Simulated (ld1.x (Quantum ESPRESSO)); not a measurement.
**What one change does to a pseudopotential (Si (Z = 14), TM semilocal)**

```json
{
 "Element": "silicon",
 "Generator": "ld1.x (Quantum ESPRESSO) 7.5",
 "Type": "norm-conserving Troullier–Martins (semilocal form)",
 "Functional": "PBE",
 "Relativity": "scalar-relativistic",
 "Frozen core": "[Ne]",
 "Valence charge": "4",
 "Reference configuration": "3s2 3p2",
 "Partial waves": "3s (bound): rc 1.25 bohr; 3p (bound): rc 2.40 bohr",
 "Local potential": "the p channel",
 "Core correction": "a·sin(br)/r model core inside 0.85 bohr"
}
```

Change: wave 3s (bound): rc 1.25 bohr becomes 3s (bound): rc 1.64 bohr.

Cutoffs: the cutoffs (Ry, on a coarse ladder) from which the occupation-weighted sum of valence levels, in a spherical-Bessel basis at the reference potential, stays within 10 and 1 mRy of its value at 400 Ry; they do not see the model core or the augmentation charge, which bear on the density cutoff. Errors are all-electron minus pseudo energies relative to the spin-unpolarised reference configuration.

**Question.** How do hardness, ghosts and transferability respond?

**Answer.** The potential gets softer (50 Ry and 110 Ry → 15 Ry and 40 Ry); of the 7 tests that both files solve, the error grows in 1 and shrinks in 4 by more than 15 % and 0.3 meV (median size 3.6 → 2.2 meV); neither file shows a bound ghost. A larger radius leaves more room for a smooth pseudo-wave, so fewer plane waves are needed. A semilocal file is local in each channel, so a ghost entry of none says nothing of the separable form that plane-wave codes build from it.

| quantity | base | changed |
| --- | --- | --- |
| cutoff, loose | 50 Ry | 15 Ry |
| cutoff, tight | 110 Ry | 40 Ry |
| loose cutoff by channel (10 mRy a level) | s 40 Ry, p 6 Ry | s 12 Ry, p 6 Ry |
| bound ghosts | none | none |
| error for 3s2 3p1, meV [ΔE 7.74 eV] | +2.6 | +1.8 |
| error for 3s2 3p0, meV [ΔE 23.73 eV] | +20 | +12 |
| error for 3s1 3p0, meV [ΔE 57.70 eV] | +66 | +41 |
| error for 3s0 3p4, meV [ΔE 13.78 eV] | -14 | -2.2 |
| error for 3s2 3p2.3, meV [ΔE -0.93 eV] | +0.1 | +0.1 |
| error for 3s1 3p2, meV [ΔE 15.17 eV] | +3.6 | +4.2 |
| error for 3s2 3p1.5, meV [ΔE 2.92 eV] | +0.4 | +0.2 |
| s: phases at 2.60 bohr within 0.05 rad from the reference energy up to (Ry; the scan ends near 5) | 1.5 | 2.2 |
| p: phases at 2.60 bohr within 0.05 rad from the reference energy up to (Ry; the scan ends near 5) | 2.8 | 2.8 |
